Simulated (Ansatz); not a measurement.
`[BH2][SnH2][SiH3]` + `O[SiH2][GeH2][F]` → `BO[SiH2][GeH2][F]` + `[SiH3][SnH3]`  (cleavage of the B–Sn bond)

Isolated molecules relaxed with PBE0-D4/def2-TZVP in Ansatz; ΔE leaves out vibrations. CCSD(T)/CBS adds triple-zeta CCSD(T) − MP2 to the extrapolated MP2 energy (def2 sets, frozen cores). DFT in def2-TZVPP. def2 core potentials past Kr. For Ge, Sn outer-core shells are correlated without core-valence functions, which leaves a few kJ/mol of doubt a bond. Scalar relativity is left out up to krypton. Each species was taken in one conformer, which may not be the lowest.

`[BH2][SnH2][SiH3]`:

Z-matrix (Å, degrees):
```
Sn
Si 1 2.574
B 1 2.234 2 108.3
H 1 1.711 2 107.5 3 -122.4
H 1 1.711 2 107.4 3 122.4
H 2 1.487 1 110.2 3 -60.2
H 2 1.487 1 110.2 3 59.4
H 2 1.487 1 110.4 3 179.6
H 3 1.194 1 120.7 2 -88.7
H 3 1.194 1 120.6 2 87.9
```

`O[SiH2][GeH2][F]`:

Cartesian coordinates in Å:
```
O -0.094 -1.646 -1.056
Si -0.958 -0.700 -0.025
Ge 0.551 1.094 0.478
F 1.905 0.546 -0.522
H 0.792 -1.330 -1.258
H -1.335 -1.454 1.199
H -2.199 -0.202 -0.672
H 0.215 2.501 -0.046
H 1.123 1.192 1.903
```

`BO[SiH2][GeH2][F]`:

Cartesian coordinates in Å:
```
B -0.396 -2.201 -0.749
O 0.402 -1.112 -0.744
Si 0.860 -0.088 0.476
Ge -0.246 2.002 0.134
F -1.957 1.637 0.235
H -0.867 -2.604 0.281
H -0.601 -2.739 -1.800
H 2.331 0.092 0.394
H 0.490 -0.655 1.799
H -0.040 2.621 -1.259
H 0.023 3.047 1.232
```

`[SiH3][SnH3]`:

Cartesian coordinates in Å:
```
Si -0.252 -0.768 1.037
Sn 0.239 0.727 -0.982
H -0.737 0.054 2.177
H 0.980 -1.487 1.456
H -1.295 -1.769 0.691
H -1.171 1.550 -1.482
H 0.809 -0.199 -2.298
H 1.427 1.893 -0.598
```

CCSD(T)/CBS gives -33.4 kcal/mol.

Problem. Another level gave -34.3 kcal/mol. Which?
A. r2SCAN/def2-TZVPP
B. PBE-D4/def2-TZVPP
C. B2PLYP/def2-TZVPP
D. HF/def2-TZVPP

Solution. A. r2SCAN -34.3, PBE-D4 -32.9, B2PLYP -35.9, HF/def2-TZVPP -39.0 kcal/mol.

Largest T1 diagnostic among the species: 0.014.

From PBE to PBE0 (25 % exact exchange), in def2-TZVPP and without D4, ΔE moves by −0.7 kcal/mol. In def2-TZVPP, CCSD(T) changes the Hartree–Fock value by +4.1 kcal/mol (the triples alone add +0.3 kcal/mol) and MP2 by +4.3 kcal/mol.
